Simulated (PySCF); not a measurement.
C10H10OS, SMILES c1coc(CCc2cccs2)c1 (GFN2-xTB optimised geometry):

```
22

C     -0.346    -1.616     0.000
C      1.013    -1.616     0.000
O      1.486    -0.359     0.000
C      0.422     0.473     0.001
C      0.673     1.940    -0.064
C      0.628     2.438    -1.525
C      1.611     1.697    -2.362
C      1.394     0.616    -3.156
C      2.575     0.114    -3.751
C      3.676     0.819    -3.393
S      3.295     2.110    -2.324
C     -0.733    -0.253    -0.002
H     -0.992    -2.470     0.002
H      1.732    -2.411     0.003
H      1.660     2.147     0.352
H     -0.080     2.470     0.521
H     -0.375     2.279    -1.927
H      0.847     3.508    -1.539
H      0.420     0.187    -3.314
H      2.597    -0.734    -4.412
H      4.695     0.666    -3.687
H     -1.732     0.132     0.001
```

Calculation: CAM-B3LYP/def2-SVP (PySCF 2.14.0).

### Question
What are the frontier orbital energies and the dipole moment?

### Answer
HOMO-2 -8.23 eV, HOMO-1 -7.69 eV, HOMO -7.46 eV, LUMO 1.04 eV, LUMO+1 1.76 eV; dipole moment 0.84 D.

Meta-Löwdin charges at CAM-B3LYP/def2-SVP: C1 -0.17, C2 0.04, O3 -0.24, C4 0.17, C5 -0.17, C6 -0.16, C7 -0.10, C8 -0.14, C9 -0.13, C10 -0.24, S11 0.23, C12 -0.19, H13 0.11, H14 0.12, H15 0.11, H16 0.10, H17 0.10, H18 0.10, H19 0.11, H20 0.11, H21 0.12, H22 0.11.
